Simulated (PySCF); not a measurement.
**XPS shifts beside NMR shieldings**

H₁₀O₂Si₄.
Z-matrix (Å and degrees, PBE0-D3(BJ)/def2-SVP geometry), rows numbered from 1:
```
Si
O   1  1.6609
Si  2  1.6523  1  150.10
O   3  1.6488  2  108.59  1   117.61
Si  4  1.6698  3  139.89  2    30.58
Si  5  2.3500  4  111.20  3   -18.92
H   1  1.4936  2  109.77  3    53.43
H   1  1.4891  2  108.35  3   173.07
H   1  1.4928  2  110.30  3   -66.77
H   3  1.4875  2  110.37  1    -0.92
H   3  1.4871  2  108.20  1  -123.30
H   5  1.4933  4  108.27  3  -140.17
H   5  1.4960  4  109.27  3   102.25
H   6  1.4941  5  111.21  4    61.89
H   6  1.4957  5  110.98  4   -59.92
H   6  1.4976  5  108.44  4  -178.69
```

Binding energies: delta-SCF UKS SCAN, pcX-2 on the ionised atom, pcseg-1 elsewhere, spin-free X2C (PySCF). Shieldings: GIAO B3LYP/pcSseg-1, non-relativistic, same geometry.

| atom | Si 1s (eV) |
| --- | --- |
| Si1 | 1847.61 |
| Si3 | 1848.10 |
| Si5 | 1847.07 |
| Si6 | 1846.15 |

Question: What are the absolute isotropic shieldings of these atoms?

Answer: 
```tsv
atom	environment	Si 1s (eV)	isotropic shielding (ppm)
Si6	SiH3 silicon	1846.15	439.3
Si5	oxygen-bound silicon	1847.07	365.7
Si1	oxygen-bound silicon	1847.61	384.3
Si3	oxygen-bound silicon	1848.10	383.0
```

Question: Among the listed atoms, is the one with the highest binding energy also the least shielded?

Answer: No. The highest binding energy is at Si3 (1848.10 eV, shielding 383.0 ppm), the lowest shielding at Si5 (365.7 ppm, 1847.07 eV).

By binding energy: Si6 < Si5 < Si1 < Si3. By shielding: Si5 < Si3 < Si1 < Si6.

Isolated species at its PBE0-D3(BJ)/def2-SVP geometry (one conformer only).
